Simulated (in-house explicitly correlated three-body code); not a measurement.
Computed with an exponentially correlated three-body code. Model: two electrons around a point charge, non-relativistic, variational in 260 exponentially correlated functions (energies converged to about 1e-7 hartree, or 1e-8 relative for large Z).

Command:
```bash
python run_hyl.py task.json out
```
Settings (lengths in bohr, energies in hartree):
```
Z                      4
screening              1.6
interaction_strength   1
functions              260
states_tried           1
```

Time taken, with all properties: 9.9 s on 1 thread of Arm Neoverse V2, on a shared host.

**Ground state only, binding against the one-electron ion.**

Given: nuclear charge 4; Yukawa screening of all interactions 1.6 1/bohr.

Computed: one-electron threshold -3.17401733 hartree.

| term | energy (hartree) | binding (eV) |
| --- | --- | --- |
| 1 1S | -5.27792051 | 57.25 |

**Converged states only, values per electron or pair (inverse distances are <exp(-kr)/r>).**

```
term  mean r (bohr)  mean r squared (bohr²)  mean inverse r (1/bohr)  mean r12 (bohr)  mean inverse r12 (1/bohr)  mean cosine  mean p1 dot p2 (bohr⁻²)  delta r1 (bohr⁻³)  delta r12 (bohr⁻³)
1 1S        0.47387                 0.31406                   2.1876          0.71078                    0.94942    -0.027775                  0.28484             14.189              1.1169
```

**Static dipole response.**

```tsv
state	polarisability (bohr³)
1 1S	0.10441
```
